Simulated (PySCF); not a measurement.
## How methods differ on the ionisation energy of Ti

Ti [Ar] 3d2 4s2 (3F) → Ti⁺ [Ar] 3d2 4s1 (4F), as a difference of total energies. Computed with PySCF 2.14 in def2-TZVP, with the non-relativistic Hamiltonian (point nucleus). Correlated levels: valence: [Ar] frozen. The calculations carry no spin-orbit coupling.

Order these methods by the ionisation energy they give, lowest first.
A. MP2 (valence)
B. SCS-MP2 (valence)
C. PBE
D. UHF

D (5.530 eV), A (6.227 eV), B (6.373 eV), C (6.662 eV).

These non-relativistic numbers lack the scalar-relativistic shift.

Errors of the correlated levels include the incompleteness of this basis and the frozen core.

MP2 underrates the near-degeneracy of ns² with np² in the lower species.

For comparison: 6.828 eV (measured; NIST levels, between the centres of gravity of the two terms).
